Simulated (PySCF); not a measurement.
aminosilylimino(oxo)methane (CH4N2OSi), SMILES C(=N[SiH2]N)=O. The structure is a stationary point at PBE-D3(BJ)/def2-SVP. Other conformers were not sampled.

**Question.** Give the equilibrium geometry at PBE-D3(BJ)/def2-SVP (PySCF confirms it by a frequency run) as a Z-matrix, and its point group. (The exact figures need the calculation; the answer reports its results.)

**Answer.** This is not unique; one that fits is point group Cs.
```
Si
N 1 1.7299
H 2 1.0232 1 119.34
H 2 1.0232 3 110.35 1 143.90
N 1 1.7463 2 115.70 3 70.34
C 5 1.2088 2 144.46 3 58.16
O 6 1.1842 2 154.80 3 56.32
H 1 1.4973 2 107.89 3 -170.75
H 1 1.4973 8 112.83 5 116.19
```
